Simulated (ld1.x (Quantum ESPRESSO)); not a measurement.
Transferability test, TM potential for Tm

ld1.x (Quantum ESPRESSO) 7.5 input, shortened:

```
&input
   title='Tm', zed=69., rel=1, dft='PZ', iswitch=3,
   config='[Xe] 4f13 5d0 6s2 6p0'
 /
 &inputp
   pseudotype=2, tm=.true., lloc=2,
   nlcc=.true., new_core_ps=.true., rcore=1.10
 /
4
6S  1  0   2.00   0.00  2.60  2.60  0.0
5P  2  1   6.00   0.00  1.75  1.75  0.0
4F  4  3  13.00   0.00  1.30  1.30  0.0
5D  3  2   0.00   0.00  2.05  2.05  0.0
 &test
   configts(1)='4f13 5p6 5d0 6s2 6p0'
 /
```

Energies are relative to the spin-unpolarised reference configuration 4f13 5p6 5d0 6s2 6p0; without spin polarisation the order of configurations can differ from experiment. Spin-polarised rows fill each open shell by Hund’s rule, majority spin first. Not all tests gave a result: 4 of 9 tests not solved or not reliable. Left out of the table: 4f11 5p6 5d0 6s0 6p0 (solver errors, printed error +1.0 eV); 4f13 5p6 5d0 6s0 6p2 (solver errors, printed error +612 meV); 4f13 5p6 5d1 6s0 6p0 (solver errors, printed error -20 meV); 4f13 5p6 5d0 6s1 6p0 (spin-polarised) (solver errors, printed error +69 meV).

Q: Give the all-electron excitation energy and the error of the potential for: 4f13 5p6 5d0 6s1 6p0; 4f13 5p6 5d0 6s0 6p0; 4f12 5p6 5d0 6s0 6p0; 4f13 5p6 5d0 6s1 6p1; 4f13 5p6 5d0 6s2 6p0 (spin-polarised).

A:

| valence configuration | charge | ΔE all-electron (eV) | error AE − PS (meV) |
| --- | --- | --- | --- |
| 4f13 5p6 5d0 6s1 6p0 | +1 | 6.681 | -4.1 |
| 4f13 5p6 5d0 6s0 6p0 | +2 | 18.994 | -22 |
| 4f12 5p6 5d0 6s0 6p0 | +3 | 45.754 | +261 |
| 4f13 5p6 5d0 6s1 6p1 | 0 | 2.971 | +257 |
| 4f13 5p6 5d0 6s2 6p0 (spin-polarised) | 0 | -0.179 | +85 |

Levels in the configuration 4f12 5p6 5d0 6s0 6p0:

```csv
level,all-electron (eV),pseudo (eV)
4f,-36.093,-35.703
5p,-56.514,-56.384
```

These tests converged, but a pseudo level misses the all-electron one widely, so the file describes the atom poorly there or has found another state: 4f12 5p6 5d0 6s0 6p0: empty 6s by 3.5 eV (a node warning on the way).

Note: ghost state, extra bound levels that the all-electron valence spectrum of the same l lacks: s at -27.7 eV. A true bound ghost makes a file unfit for plane-wave use.
